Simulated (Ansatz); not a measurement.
Au₂F₂⁻. Total charge -1; doublet. Geometry relaxed at r2SCAN-D4/def2-TZVPD.

```xyz
4

Au   -0.017    1.131   -0.520
Au    0.016   -1.132    0.519
F    -0.354    3.109   -0.694
F     0.355   -3.108    0.696
```

In the def2 sets Au takes a core potential; there is no spin–orbit coupling. The structure comes from a short search, and lower isomers may exist.

Task: Estimate the harmonic wavenumbers at UKS r2SCAN-D4/def2-TZVPD (Ansatz, unscaled). Is this a minimum?

Result: 55, 76, 131, 171, 456, 481 cm⁻¹. Yes, no mode is imaginary beyond noise. Zero-point energy 8.2 kJ/mol. Run time 4.7 min (4 threads of Intel Xeon on a shared host).
